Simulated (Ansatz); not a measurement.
Reaction (formal hydrolysis of a Cd–C bond): `[CH3][Cd][CH3]` + H₂O → `[CH3][Cd][OH]` + CH₄

Calculated with Ansatz (gas phase, PBE0-D4/def2-TZVP geometries, no zero-point term in ΔE). CBS: MP2 limit from def2 TZ/QZ plus the TZ coupled-cluster correction, frozen cores. This one scheme is used for every species. DFT in def2-TZVPP. B3LYP here is the variant with VWN-RPA as its local correlation; programs differ in this. Elements past krypton have def2 core potentials. For Cd outer-core shells are correlated without core-valence functions, which leaves a few kJ/mol of doubt a bond. One conformer a species, not always the lowest.

| level | ΔE (kJ/mol) | difference from CCSD(T)/CBS |
| --- | --- | --- |
| LDA (SPW92) | -38.9 | 4.2 |
| PBE-D4 | -45.5 | -2.4 |
| revPBE-D4 | -45.6 | -2.5 |
| r2SCAN-D4 | -50.7 | -7.6 |
| B97M-V | -55.6 | -12.5 |
| BLYP | -57.7 | -14.6 |
| B3LYP | -52.2 | -9.1 |
| CCSD(T)/def2-SVP | -49.4 | -6.3 |
| SCS-MP2/def2-TZVPP | -43.1 | 0.0 |
| HF/CBS(def2) | -56.2 | -13.1 |
| CCSD(T)/CBS | -43.1 | 0 |

Largest T1 diagnostic among the species: 0.014.

From r2SCAN to r2SCAN0 (25 % exact exchange), in def2-TZVPP and without D4, ΔE moves by +6.4 kJ/mol. At CCSD(T), def2-SVP lies −6.3 kJ/mol from the extrapolated value and def2-TZVPP +3.3 kJ/mol. Leaving LDA and LC-ωPBE aside and taking each functional with its dispersion term where it has one, the values, not all of them listed here, spread over 15.9 kJ/mol, from B97M-V to PBE-QIDH. LDA lies +8.1 kJ/mol from PBE without D4.
